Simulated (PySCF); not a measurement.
A small calculation by hand: chemical shift, span and skew from a shielding tensor

Zn(OMe)(NH2) (CH₅NOZn), SMILES [NH2][Zn][O]C. Atoms are numbered in the order given.

```xyz
9

Zn     0.0568    -0.4087     0.0000
O      0.5070     1.3049     0.0000
C     -0.3504     2.3927     0.0000
H     -1.0132     2.4415    -0.8906
H      0.2371     3.3306     0.0000
H     -1.0132     2.4415     0.8906
N     -0.1097    -2.2134     0.0000
H     -0.5504    -2.6278     0.8181
H     -0.5504    -2.6278    -0.8181
```

Coordinates come from a PBE0-D3(BJ)/def2-SVP optimisation. The structure was generated by enumeration; whether it is a known compound was not checked. Other conformers were not sampled.

GIAO shieldings from KT2/pcSseg-1 (PySCF), non-relativistic, no solvent. The symmetric part of the tensor of C3 has the principal values 93.2, 94.5, 182.4 ppm. The same nucleus in TMS has σ = 185.1 ppm at this level (PySCF, at its B3LYP-D3(BJ)/def2-TZVP geometry).

Problem. Work out the isotropic shielding, the ¹³C shift against TMS, the span and the skew.

Solution. 
σ(iso) = (σ11 + σ22 + σ33)/3 = 123.4 ppm. δ = σ(ref) − σ(iso) = 185.1 − (123.4) = 61.7 ppm.
Span Ω = σ33 − σ11 = 89.2 ppm. Skew κ = 3(σ(iso) − σ22)/Ω = 0.97, an axial tensor. Tumbling in solution averages the tensor to δ; in a static solid the shielding alone would spread this spin-1/2 line over Ω.
